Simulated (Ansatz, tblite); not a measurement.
Removing an electron: SiHMe2F (C₂H₇FSi). Charge 0, multiplicity 1. Geometry: PBE-D4/def2-SVP. Ansatz, gas phase; energy differences of separate SCF runs; the oxidised species was run as a doublet alone.

```tsv
atom	x (Å)	y (Å)	z (Å)
Si1	-0.177	0.647	-0.239
H2	-1.492	1.193	-0.732
C3	0.418	-0.750	-1.341
H4	0.557	-0.405	-2.386
H5	-0.317	-1.582	-1.351
H6	1.387	-1.152	-0.980
C7	-0.303	0.127	1.558
H8	-0.617	0.974	2.202
H9	0.676	-0.242	1.929
H10	-1.045	-0.689	1.680
F11	0.915	1.880	-0.341
```

The xTB rows come from tblite. HOMO above LUMO, or a gap near zero within one spin, warns that the state may not be the lowest or that an electron is smeared out.

Problem. Estimate orbital energies and vertical ionisation energies at: GFN1-xTB; GFN2-xTB; r2SCAN-D4/def2-TZVP; PBE0-D4/def2-TZVP.

Solution. 
| level | −HOMO (eV) | vertical IE (eV) | −LUMO (eV) | HOMO–LUMO gap (eV) | remarks |
| --- | --- | --- | --- | --- | --- |
| GFN1-xTB | 11.83 | 14.78 | 4.31 | 7.52 | – |
| GFN2-xTB | 11.13 | 14.24 | 4.35 | 6.78 | – |
| r2SCAN-D4/def2-TZVP | 7.81 | 10.81 | -0.55 | 8.35 | gap within one spin near zero (+1 doublet) |
| PBE0-D4/def2-TZVP | 8.88 | 11.01 | -0.98 | 9.86 | – |

Run but left out: PBE-D4/def2-TZVP (charge +1 doublet: an occupied level 0.25 eV above an empty one).  Raw xTB energy differences between charge states are shifted by several eV; the methods need an empirical correction for them.
